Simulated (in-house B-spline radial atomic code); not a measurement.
Radial electron density of Mg2+, [He] 2s1 2p6 (4p3/2)1. Level of theory: Dirac-Hartree-Fock, average of the jj configuration, Fermi nucleus of rms radius 3.057 fm; calculated with a B-spline radial code for spherical atoms.

Columns: r (bohr), 4πr²n(r) (electrons per bohr), bar.

```
 0.00552   0.3638 #
 0.00674    0.526 ##
 0.00823   0.7556 ###
    0.01    1.068 ####
  0.0123    1.527 #####
   0.015    2.125 #######
  0.0183    2.919 ##########
  0.0223    3.935 #############
  0.0273    5.229 ##################
  0.0333    6.738 #######################
  0.0406    8.416 ############################
  0.0496    10.15 ##################################
  0.0606     11.7 #######################################
  0.0739    12.78 ###########################################
  0.0903    13.13 ############################################
    0.11    12.59 ##########################################
   0.135    11.22 ######################################
   0.164    9.564 ################################
   0.201     8.14 ###########################
   0.245    7.634 ##########################
   0.299    8.153 ###########################
   0.365    9.263 ###############################
   0.446    10.11 ##################################
   0.544    9.911 #################################
   0.664    8.413 ############################
   0.811    6.021 ####################
    0.99    3.553 ############
    1.21    1.685 ######
    1.48   0.6558 ##
     1.8   0.2541 #
     2.2    0.108 
    2.69  0.02619 
    3.28 0.004013 
    4.01  0.09094 
    4.89    0.217 #
    5.97   0.2385 #
    7.29   0.1412 
     8.9  0.04485 
    10.9 0.006876 
    13.3 0.0004844 
    16.2 1.36e-05 
    19.8 1.129e-07
```

On this grid the curve has 3 maxima, near 0.0903, 0.446, 5.97 bohr.

The 2s1/2 radial function P(r) = rR(r), positive near the nucleus, with its small component Q(r) (sign convention: Q ≈ (P' + κP/r)/2c):

```
r (bohr)          P          Q
 0.00167    0.03509  -0.001544
 0.00248    0.05153  -0.002272
  0.0037    0.07563  -0.003344
 0.00552     0.1102  -0.004892
 0.00823     0.1587   -0.00709
  0.0123     0.2253   -0.01016
  0.0183     0.3105   -0.01422
  0.0273     0.4126   -0.01936
  0.0406     0.5146   -0.02518
  0.0606     0.5805   -0.03072
  0.0903     0.5419    -0.0339
   0.135     0.3107   -0.03201
   0.201     -0.156   -0.02316
   0.299    -0.7618  -0.008847
   0.446     -1.215   0.004789
   0.664     -1.197     0.0105
    0.99    -0.7389   0.007808
    1.48    -0.2521   0.002846
     2.2   -0.03893  0.0004517
    3.28  -0.001798  2.152e-05
```
